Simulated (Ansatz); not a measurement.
`F[SiH]([SiH3])S` + `C=[N][Al]([OH])[SiH3]` → `C=[N][Al]([SiH3])[SiH3]` + `O[SiH](F)S`  (redistribution)

Isolated molecules relaxed with PBE0-D4/def2-TZVP in Ansatz; ΔE leaves out vibrations. CBS: MP2 limit from def2 TZ/QZ plus the TZ coupled-cluster correction, frozen cores. DFT in def2-TZVPP. B3LYP here is the variant with VWN-RPA as its local correlation; programs differ in this. One conformer a species, not always the lowest.

Q: Is it downhill or uphill in electronic energy at CCSD(T)/CBS, and by how much? (Estimate.)

A: Ansatz gave: Uphill: ΔE = +1.6 kcal/mol.

Q: What do these levels give: PBE-D4, r2SCAN-D4, B3LYP-D4, HF/def2-TZVPP, CCSD(T)/def2-TZVPP, CCSD/CBS(def2)? (An estimate is asked.)

A: The calculation gave: PBE-D4 0.9, r2SCAN-D4 0.9, B3LYP-D4 2.1, HF/def2-TZVPP 1.1, CCSD(T)/def2-TZVPP 0.9, CCSD/CBS(def2) 1.8 kcal/mol.

Largest T1 diagnostic among the species: 0.016.
